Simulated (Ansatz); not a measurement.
Coupled-cluster diagnostics for the cluster B₄P₅⁻, Ansatz.

Geometry of the singlet (B3LYP-D4/def2-SVPD):

```
atom   x (Å)   y (Å)   z (Å)
  B1   0.998   1.097   0.460
  B2  -0.851  -0.856   1.367
  B3   1.342   0.661  -1.089
  B4  -0.076   0.054  -1.572
  P5  -1.018  -1.531  -0.734
  P6   0.869  -0.229   1.927
  P7  -2.047   0.111   0.369
  P8  -0.437   1.793  -0.654
  P9   1.220  -1.100  -0.074
```

Correlated methods freeze 29 core orbitals. Another isomer (singlet) lies 2.14 eV lower at PBE0-D4/def2-TZVPD; other spin states weren't run for this one.

(1) Estimate the CCSD(T) correlation energy, the shares of MP2 and (T), T1 and the reference's ⟨S²⟩ for: charge -1, singlet, own geometry in def2-SVPD; and the rough time on 4 threads of Arm Neoverse V1 on a shared host.

Results:

(1) 
```json
{"state": "charge -1, singlet, own geometry", "basis": "def2-SVPD", "correlation (eV)": "-30.952", "MP2 share (%)": "93.4", "(T) share (%)": "8.0", "T1": "0.030", "⟨S²⟩ (pure)": "0.00 (0.00)", "wall time": "81 s", "remarks": "large T1 (0.030), restricted SCF unstable"}
```
Customary marks for T1 are 0.02 (closed shells), 0.045 (open shells) and about 0.05 (3d metals). T1 exceeds 0.02 in 1 of 1 rows and 0.045 in 0; the higher it lies, the less the single-reference result can be trusted.
